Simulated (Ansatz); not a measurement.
Seven cases of atomisation energy with Al to Br (electronic energies, kcal/mol); geometries: B3LYP-D3(BJ)/def2-TZVP. The cases were drawn at random from those of this class that have a high level and all functionals, leaving out states under which another spin lies or may lie. Left out are anions, K, Ca, elements past Kr, ionisation of Li, Na and Mg, pi-pi* triplets of linear molecules and other triplets made from a closed-shell parent. Runs that doubt their state, and full CI more than 15 mEh from coupled cluster, are set aside; a case stays where another high level and all functionals remain. AFQMC serves as high level only in triple zeta or larger, with a steady walk, a bar under 0.8 kcal/mol and agreement with other high levels or trials where they ran; where none ran, an unstable determinant or (outside 3d species) a high T1 diagnostic also bars it, so strongly correlated cases are thinned. No case was kept or dropped by the size of a functional's miss. High levels with a bar over 0.5 kcal/mol are left out too, and the seventh case lies inside the range of the six. Affinities count positive where energy is released, gaps as the second state minus the first. B3LYP is by Ansatz (a quantum-chemistry and plane-wave program) in def2-TZVPD. High levels (Ansatz): P = CCSD(T)/CBS(cc-pV(Q+d)Z,cc-pV(5+d)Z) + [CCSDT(Q) - CCSD(T)]/cc-pV(T+d)Z + core + X2C; Q = CCSD(T)/CBS(cc-pV(T+d)Z,cc-pV(Q+d)Z) + [CCSDT(Q) - CCSD(T)]/cc-pV(D+d)Z + core + X2C; R = CCSD(T)/CBS(cc-pVTZ,cc-pVQZ) + [CCSDT(Q) - CCSD(T)]/cc-pVDZ; S = CCSD(T)/CBS(def2-TZVPP,def2-QZVPP) + [CCSDT(Q) - CCSD(T)]/def2-SVP; T = CCSD(T)/CBS(def2-TZVPP,def2-QZVPP) + [CCSDT(Q) - CCSD(T)]/def2-TZVPP. Open shells are spin-unrestricted; no spin-orbit coupling. Correlated methods leave the cores frozen (noble-gas shells, and filled d and f shells in the p block). Rows without X2C or -DK are non-relativistic. CBS(X,Y): correlation extrapolated as X^-3, Hartree-Fock from the larger set (Q,5: extrapolated as (X+1)exp(-9√X)). A bracket is a step between two methods taken in the basis named. Functionals run without relativity, which enters their misses. 'core' is core correlation in cc-pwCVTZ (1s frozen past Ne), 'X2C' scalar relativity in cc-pVTZ-DK, both at CCSD(T). For partners of very few electrons the exact lower level stands in for a higher one. Spin-orbit terms, left out, reach several kcal/mol for Br and I, and more for heavier atoms. The spin of AlBr2 ([Br][Al][Br], doublet) was assumed, and the state is the lowest solution found for it.

```tsv
case	B3LYP	level	high level
CCl3F (SMILES FC(Cl)(Cl)Cl)	337.2	Q	352.5
AlBr2 (SMILES [Br][Al][Br], doublet)	159.3	S	168.5
C2H3ClSi (SMILES C#C[SiH2]Cl)	629.0	Q	641.0
SiAsH5 (SMILES [AsH2][SiH3])	436.4	T	436.7
C2H5Se (SMILES [CH2][Se]C, doublet)	645.2	R	647.0
SiPH5 (silylphosphane, SMILES [SiH3]P)	455.4	P	456.5
CH3Se2 (SMILES C[Se][Se], doublet)	437.1	R	withheld
```

### Question
Fit a straight line from B3LYP to the high level over the first six rows by least squares, predict the seventh, and compare with the calculation.

### Answer
Means: B3LYP 443.75, high level 450.37. Sxx = 167354, Sxy = 165703, slope 0.9901, intercept +11.01 kcal/mol; residual standard deviation 6.9 kcal/mol. Seventh row: 0.9901·(437.1) +11.01 = 443.8 kcal/mol. The calculation gave 438.9 kcal/mol: the line differs from it by +4.9, B3LYP itself by -1.8.
